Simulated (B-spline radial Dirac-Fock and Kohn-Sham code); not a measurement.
ΔSCF core binding energies without Breit or QED terms, calculated with a B-spline atomic structure program.

A sound run for the Er³⁺ ion, configuration [Xe] 4f11: The ground state converged in 11 iterations, with total energy -13090.87577 Ha, virial ratio 1.90632 and highest orbital energy -46.67 eV. ΔSCF binding energies: K (1s) 57782.3 eV, L3 (2p3/2) 8415.0 eV, M5 (3d5/2) 1449.8 eV.

A second run, with one unsound setting: The ground state had not converged after 77 iterations, with total energy -13090.86380 Ha, virial ratio 1.90627 and highest orbital energy -44.63 eV. ΔSCF binding energies: K (1s) 57782.9 eV, L3 (2p3/2) 8415.6 eV, M5 (3d5/2) 1450.5 eV (not all states converged, so these are not final).

```
iter   energy (Ha)        error
   1   -13066.10436699  2.16e+00
   2   -13070.78424319  1.21e+00
   3   -13072.52036898  1.16e+00
   4   -13074.11895776  1.10e+00
   5   -13075.58984739  1.05e+00
   6   -13076.94223859  1.00e+00
   7   -13078.18473376  9.55e-01
   8   -13079.32537383  9.08e-01
   9   -13080.37167267  8.63e-01
  17   -13086.09728334  5.59e-01
  25   -13088.80098038  3.54e-01
  33   -13090.00565900  2.43e-01
  41   -13090.51544411  1.66e-01
  49   -13090.72392451  1.14e-01
  57   -13090.80859885  7.86e-02
  65   -13090.84389228  5.52e-02
  73   -13090.85945603  3.94e-02
  77   -13090.86379626  3.35e-02
```

Q: Which fault fits the second run best?
A. overfilled shell
B. too few quadrature points
C. damping too heavy
D. mesh too coarse

A: C. The input had damp = 0.97; ndamp = 100: damp is so close to 1 that the orbitals hardly move in each step.
